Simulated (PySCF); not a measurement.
B(F)(GeH3)(OH) (BFGeH₄O), SMILES O[B](F)[GeH3].

The structure is a stationary point at PBE0-D3(BJ)/def2-SVP. The structure was generated by enumeration, and PubChem lists no compound with its InChIKey, so it may never have been made. Other conformers were not sampled.

Level of theory: PySCF with TDDFT-B3LYP/def2-SVPD.

Vertical excitations. Gas-phase values at a fixed geometry. State labels are in the subgroup Cs.

| state | symmetry | energy (eV) | λ (nm) | f | main pairs |
|---|---|---|---|---|---|
| S1 | A" | 6.78 | 183 | 0.028 | HOMO→LUMO 96 % |
| S2 | A' | 7.32 | 169 | 0.138 | HOMO→LUMO+1 97 % |
| S3 | A" | 7.50 | 165 | 0.009 | HOMO−1→LUMO 95 % |
| S4 | A' | 7.78 | 159 | 0.093 | HOMO−2→LUMO 86 % |
| S5 | A' | 8.15 | 152 | 0.011 | HOMO→LUMO+2 51 %, HOMO−1→LUMO+1 40 % |
| S6 | A' | 8.18 | 152 | 0.075 | HOMO−1→LUMO+1 51 %, HOMO→LUMO+2 42 % |
| S7 | A" | 8.20 | 151 | 0.087 | HOMO−2→LUMO+1 95 % |
| S8 | A' | 8.40 | 148 | 0.010 | HOMO→LUMO+3 75 %, HOMO→LUMO+4 12 % |
| S9 | A" | 8.74 | 142 | 0.000 | HOMO−4→LUMO 96 % |
| S10 | A" | 8.88 | 140 | 0.036 | HOMO−2→LUMO+2 79 %, HOMO−2→LUMO+3 12 % |
| T1 | A" | 5.63 | 220 | 0 | HOMO→LUMO 98 % |
| T2 | A' | 6.94 | 179 | 0 | HOMO−2→LUMO 72 %, HOMO→LUMO+1 20 % |
| T3 | A' | 7.11 | 174 | 0 | HOMO→LUMO+1 76 %, HOMO−2→LUMO 21 % |
| T4 | A" | 7.19 | 172 | 0 | HOMO−1→LUMO 93 % |
Triplets are in the Tamm–Dancoff approximation, which puts them higher than full response would, so one can lie above its singlet here.
